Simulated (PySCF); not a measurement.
This PySCF input asks for the NMR shieldings of `InChI=1S/C5H16BNSi/c1-7(6)3-2-5(7)4-8/h5H,2-4H2,1,6,8H3/t5-,7-/m1/s1`; the geometry comes from GFN2-xTB.

```python
import basis_set_exchange as bse
import numpy as np
from pyscf import gto, dft
from pyscf.prop import nmr

atoms = """
B    -0.856020    0.865214    1.432963
N    -0.874969    0.000761    0.039050
C    -1.399932    0.830792   -1.027524
C    -1.579426   -1.281681    0.251034
C    -0.238168   -2.007958    0.318766
C     0.367251   -0.746650   -0.314453
C     1.696296   -0.239166    0.196783
Si    2.373919    1.275638   -0.736836
H    -1.999704    1.151866    1.628060
H    -0.429052    0.153575    2.290418
H    -0.174624    1.825677    1.247798
H    -0.730564    1.673310   -1.186400
H    -2.376103    1.213034   -0.736460
H    -1.494274    0.264661   -1.960286
H    -2.177759   -1.565791   -0.618297
H    -2.195903   -1.285347    1.146251
H     0.103017   -2.161885    1.339090
H    -0.147747   -2.932968   -0.245704
H     0.410612   -0.856371   -1.406156
H     2.407843   -1.063876    0.101649
H     1.605566   -0.016844    1.257623
H     1.644161    2.502744   -0.442371
H     2.266260    0.994586   -2.177443
H     3.787586    1.426443   -0.390000
"""
names = dict.fromkeys(["B", "N", "C", "Si", "H"], "pcSseg-1")
basis = {el: gto.basis.parse(bse.get_basis(n, elements=[el], fmt="nwchem")) for el, n in names.items()}
mol = gto.M(atom=atoms, basis=basis, charge=0, verbose=0)
mf = dft.RKS(mol, xc="PBE0")
mf.grids.level = 2
mf.grids.alignment = dft.numint.BLKSIZE   # the property module wants whole blocks of grid points
mf.conv_tol = 1e-9
mf.kernel()

calc = nmr.RKS(mf)   # GIAO
C = mf.mo_coeff
Co = C[:, mf.mo_occ > 0]
resp = mf.gen_response(singlet=True, hermi=2)
def vind(x):   # induced exchange potential for any number of trial vectors
    d = np.einsum("pi,xij,qj->xpq", C, 2 * x.reshape(-1, C.shape[1], Co.shape[1]), Co, optimize=True)
    return np.einsum("xpq,pi,qj->xij", resp(d - d.transpose(0, 2, 1)), C, Co, optimize=True).ravel()
mo1, _ = nmr.rhf.solve_mo1(calc, with_cphf=vind)
sigma = calc.kernel(mo1)
for i, s in enumerate(sigma):   # ppm
    print("%2d %-2s %9.2f" % (i, mol.atom_pure_symbol(i), np.trace(s) / 3))
```

Question: What are the results?

Answer: 
```
 0 B     120.77
 1 N     201.18
 2 C     131.78
 3 C     127.95
 4 C     161.25
 5 C     116.90
 6 C     172.69
 7 Si    418.58
 8 H      29.91
 9 H      29.55
10 H      29.86
11 H      28.92
12 H      28.77
13 H      29.67
14 H      28.68
15 H      28.17
16 H      29.49
17 H      29.79
18 H      28.38
19 H      31.17
20 H      29.42
21 H      27.42
22 H      27.96
23 H      27.73
```

These numbers come from an equivalent density-fitted implementation of the same equations, which agrees with the script to about 0.01 ppm for H and up to a few tenths of a ppm for heavy atoms, so last digits may differ.

Size and cost of the density-fitted run: 223 basis functions, 110 s wall time on 1 thread of an Arm Neoverse N1, shared host; peak memory 0.97 GiB.
